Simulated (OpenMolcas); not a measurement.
Ti2+: ligand-field states by method

Ti2+ with 4 ligands (water) in square-planar coordination (D2h) at 2.09 Å. Ligand basis ANO-RCC-VDZP.

```
Program             : OpenMolcas
Basis               : ANO-RCC-VDZP [5s4p2d1f]
Scalar Hamiltonian  : DKH2, point nucleus
Active space        : 2 electrons in 5 orbitals (3d)
State averaging     : 2S+1 = 3 even, 10 roots; 2S+1 = 1 even, 15 roots
Spin-orbit coupling : state interaction with AMFI integrals over the reference wave functions
```

I. CASSCF
II. SS-CASPT2, IPEA 0.25 Eh, imaginary shift 0.1 Eh (closed shells correlated: 3s 3p and the ligand valence shells)

Spin-free states in cm-1, each column counted from its own energy of the first state listed:

```tsv
State	Degeneracy	I	II
2S+1 = 3	1	0	0
2S+1 = 3	1	22	-620
2S+1 = 3	1	167	1230
2S+1 = 3	1	1046	1230
2S+1 = 3	1	6894	6240
2S+1 = 3	1	7176	6140
2S+1 = 1	1	8776	6450
2S+1 = 1	1	10189	9000
2S+1 = 1	1	11245	8250
2S+1 = 1	1	12717	9610
2S+1 = 1	1	12902	9460
2S+1 = 1	1	14665	12010
2S+1 = 1	1	15216	12540
2S+1 = 3	1	16050	17140
2S+1 = 1	1	16208	14860
2S+1 = 1	1	16432	15160
2S+1 = 3	1	20395	19880
2S+1 = 3	1	22699	22730
2S+1 = 1	1	28269	26670
2S+1 = 1	1	30179	28800
```

II puts a state of multiplicity 3 lowest, 620 cm-1 below that state.

From I to II, I's first state of another spin (2S+1 = 1) moves from 8776 to 6450 cm-1, by about -2300 cm-1.

χT at 300 K: I 1.17, II 1.05 cm3 K/mol.

Ligand-to-metal charge-transfer states are missing. With no ligand orbital active B as a rule stays too high, so bands that hang on it stand too high and its fall with covalency is understated. Spin-orbit coupling mixes the spin-free states strongly: the lowest level takes only 40 % from its leading state, an unlabelled state of the same spin as most of the rest (holds for I). Without dynamic correlation the repulsion within the d shell is too large (B by tens of per cent), so at a given field states of lower spin stand too high (holds for I). With metal d orbitals alone and no dynamic correlation the field as a rule comes out too small, by tens of per cent, by up to half for chloride and softer ligands (holds for I). No measured value stands beside these numbers; the geometry is a model, was not optimised and need not be the one that this ion takes.
